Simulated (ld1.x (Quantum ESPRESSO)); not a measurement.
# Pseudopotential generation for thallium: TM, LDA (PZ), scalar-relativistic.

thallium (Tl), norm-conserving Troullier–Martins (Kleinman–Bylander form), made with ld1.x (Quantum ESPRESSO) 7.5 (LDA (PZ), scalar-relativistic). Core [Xe] 4f14 5d10, reference 6s2 6p0.5 (charge +0.5). Waves: 6p (bound): rc 2.15 bohr; 6s (bound): rc 1.90 bohr. Local part: the s channel. Core correction: Bessel-smoothed model core, default radius (core density twice the valence density).

(1) Estimate the cutoffs (Ry, on a coarse ladder) from which the occupation-weighted sum of valence levels, in a spherical-Bessel basis at the reference potential, stays within 10 and 1 mRy of its value at 400 Ry.

(2) What does a ghost test show?

(3) Tests: 6s2 6p1; 6s2 6p0; 6s1 6p0; 6s2 6p1.3; 6s1 6p1; 6s0 6p3; 6s1 6p2. Which has the largest error in its energy relative to the reference configuration, and how large is it?

Results:

(1) 21 Ry and 45 Ry.

(2) No extra level below or beside the all-electron valence levels (p, s, d, f tested).

(3) 6s1 6p0, with -313 meV (all-electron minus pseudo) on +24.64 eV.
